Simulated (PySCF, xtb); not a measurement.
HO4Re, SMILES [O]=[Re](=[O])(=[O])[OH], multiplicity 1.

GFN2-xTB run with xtb 6.7.1 at its own geometry gives an orbital gap of 3.89 eV and a dipole moment of 7.08 D.

Geometry: PBE0-D3(BJ)/def2-SVP. A frequency run showed that this geometry is not a minimum. The spin state was assumed, not searched. The isomer is the one that the SMILES or the coordinates give; other isomers of the formula were not compared. The def2 effective core potentials stand for the cores of Re; spin–orbit coupling is left out. Other conformers were not sampled.

**Question.** What does PBE/def2-TZVP (PySCF) give? (An estimate is asked for; the answer gives what the named calculation found.)

**Answer.** gap 4.75 eV (levels -7.89 and -3.13 eV), dipole 4.19 D.
